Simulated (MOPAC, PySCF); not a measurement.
CFGeN, SMILES `[C-]#[N+][Ge][F]` (lower singlet), neutral singlet in the gas phase. This singlet lies 2.94 eV below the relaxed triplet at the level frozen-core CCSD(T)/cc-pVTZ // B3LYP-D3(BJ)/def2-TZVP (Ansatz).

Z-matrix (Å, degrees):
```
N
C 1 1.1767
Ge 1 1.8986 2 163.70
F 3 1.7543 1 96.03 2 179.70
```
Charge 0, spin multiplicity 1.

All levels are single points at this geometry (B3LYP-D3(BJ)/def2-TZVP); Pople sets use spherical d functions. Orbital energies aren't observables, and empty levels follow the basis.

| level | HOMO (eV) | LUMO (eV) | gap (eV) | dipole (D) | vertical IE, Delta-SCF (eV) |
|---|---|---|---|---|---|
| B3LYP-D3(BJ)/def2-TZVP in PySCF | -8.45 | -3.64 | 4.81 | 3.60 | – |
| PBE-D3(BJ)/def2-TZVP in PySCF | -7.16 | -4.20 | 2.96 | 3.52 | – |
| B3LYP/6-311+G** (LANL2DZ on Ge) in PySCF | -8.54 | -3.79 | 4.75 | 3.74 | – |
| B3LYP/LANL2DZ in PySCF | -8.23 | -3.73 | 4.50 | 3.74 | – |
| SVWN5/6-31G* in PySCF | -6.83 | -4.25 | 2.58 | 3.12 | 10.48 |
| PM7 in MOPAC | -10.26 | -1.56 | 8.71 | 4.81 | – |
